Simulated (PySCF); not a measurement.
# Ta²⁺ (tantalum, charge +2) across methods

[Xe] 4f14 5d2 6p1, one real determinant (an excited configuration). All numbers are calculated (PySCF 2.14, scalar relativity by spin-free X2C-1e, in x2c-TZVPPall with one added diffuse shell each of s, p, d, f type (12s8p8d4f1g, 113 functions)).

```tsv
method	E (hartree)	mean ε 4f β (eV)	mean ε 5d α (eV)	mean ε 6p α (eV)	Σ⟨r²⟩ (bohr²)	⟨S²⟩
r2SCAN	-15604.24	-45.054	-22.838	-14.855	48.91	3.752
PBE	-15604.13	-44.710	-22.403	-14.848	49.04	3.751
LDA	-15594.01	-45.091	-22.429	-14.927	48.87	3.750
PBE0	-15603.91	-48.907	-23.911	-15.375	49.07	3.751
UHF	-15599.02544	-60.560	-27.750	-16.566	49.82	3.754
```

⟨L²⟩ = 13.97 against 20 for a pure G term, so this real determinant mixes terms. Spin-orbit coupling, absent here, splits the open shell strongly.
